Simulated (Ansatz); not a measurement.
Basis-set extrapolation for C₂H₃AlClNO (`[CH3][Al]([Cl])[N]=C=O`) (PBE0-D4/def2-TZVP geometry, frozen core, Ansatz 0.2.0). Multiplicity 1, RHF reference.

```
                      def2-TZVPP   def2-QZVPP
                 HF  -908.480591  -908.509259
    MP2 correlation    -0.995240    -1.073419
CCSD(T) correlation    -1.069522      not run
```

Energies in hartree. Use E(X) = E(∞) + A·exp(−7.88·√X) for Hartree–Fock and E(X) = E(∞) + B·X^(−2.97) for correlation, with X = 3 and 4, and add CCSD(T) minus MP2 of the smaller set to the MP2 limit.

Task: What is the CCSD(T) energy at the basis-set limit?

Result: HF limit: -908.509259 + (-0.028668) × 0.13774 = -908.51321. MP2 limit: -1.073419 + (-0.078179) × 0.74074 = -1.13133. Higher-order term: -1.069522 − (-0.995240) = -0.07428. Total: -909.71882 hartree, 105.9 kcal/mol below CCSD(T)/def2-TZVPP.
